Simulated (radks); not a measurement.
Effect of the nuclear size on neutral iron, [Ar] 3d6 4s2. Calculated with a radial shooting solver on a logarithmic mesh with Libxc functionals: Dirac Kohn-Sham, relativistic LDA (MacDonald-Vosko exchange, VWN5 correlation), spin-unpolarised, spherical densities, finite nucleus; open shells are shared between the two j in proportion to 2j + 1; Fermi nuclear charge, rms radius 3.7377 fm. The rms radius is varied about that value; shifts are against it.

rms radius (fm)  total energy shift (eV)  density at nucleus (e/bohr^3)  1s1/2 shift (meV)  2s1/2 shift (meV)  3s1/2 shift (meV)
3.2182                           -0.0284                      1.505e+04              -12.0              -1.08             -0.152
3.5022                           -0.0134                      1.499e+04              -5.66             -0.509             -0.072
3.7377                                 0                      1.495e+04              0.000              0.000              0.000
3.9732                            0.0142                      1.491e+04               6.01              0.541              0.076
4.5226                            0.0506                      1.483e+04               21.4               1.93              0.271

Slopes of the eigenvalues against <r^2> in GHz/fm^2, as finite differences over the two radii next to the reference (eigenvalue slopes, not the field-shift constants of lines): 1s1/2 802, 2s1/2 72.1, 3s1/2 10.1.
